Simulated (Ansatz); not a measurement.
`B/C=C/CO` → `CB(C)C=O`  (isomerisation)

Computed with Ansatz on PBE0-D4/def2-TZVP structures; ΔE is electronic, products minus reactants. CCSD(T)/CBS adds triple-zeta CCSD(T) − MP2 to the extrapolated MP2 energy (def2 sets, frozen cores). DFT in def2-TZVPP. B3LYP here is the variant with VWN-RPA as its local correlation; programs differ in this. One conformer a species, not always the lowest.

`B/C=C/CO`:

```xyz
12

B    -0.484    2.272   -0.310
C     0.035    0.864   -0.610
C     0.088   -0.070    0.353
C     0.606   -1.458    0.191
O    -0.243   -2.419    0.781
H    -0.906    2.511    0.786
H    -0.479    3.137   -1.137
H     0.395    0.582   -1.600
H    -0.272    0.172    1.353
H     0.795   -1.674   -0.869
H     1.563   -1.548    0.717
H    -1.100   -2.368    0.347
```

`CB(C)C=O`:

Z-matrix (Å, degrees):
```
C
B 1 1.559
H 1 1.093 2 112.5
H 1 1.100 2 107.3 3 -115.5
H 1 1.092 2 114.2 3 126.0
C 2 1.559 1 124.2 3 -139.6
C 2 1.584 1 118.2 3 37.9
H 6 1.093 2 114.5 1 -146.6
H 6 1.092 2 114.1 1 -18.7
H 6 1.101 2 105.1 1 98.1
O 7 1.213 2 120.4 1 -86.1
H 7 1.121 2 120.8 1 95.1
```

CCSD(T)/CBS gives -94.4 kJ/mol.

(1) Another level gave -100.1 kJ/mol. Which?
A. r2SCANh/def2-TZVPP
B. RPA@PBE/def2-TZVPP
C. B3LYP/def2-TZVPP
D. B97M-V/def2-TZVPP

(2) What do rigid-rotor, harmonic-oscillator terms from PBE0-D4/def2-TZVP frequencies (298.15 K, 1 bar) make of the CCSD(T)/CBS value? (An estimate is asked.)

Largest T1 diagnostic among the species: 0.014.

Results:

(1) C. B3LYP -100.1, B97M-V -111.1, RPA@PBE/def2-TZVPP -93.4, r2SCANh -105.6 kJ/mol.

(2) The calculation gave: ΔZPE = -5.3 kJ/mol, ΔH = -96.9 kJ/mol, ΔS = 29 J/(mol·K), ΔG = -105.5 kJ/mol.

From PBE to PBE0 (25 % exact exchange), in def2-TZVPP and without D4, ΔE moves by +5.3 kJ/mol. Leaving LDA and LC-ωPBE aside and taking each functional with its dispersion term where it has one, the values, not all of them listed here, spread over 16.3 kJ/mol, from B97M-V to BHLYP-D4. LDA lies +9.0 kJ/mol from PBE without D4.
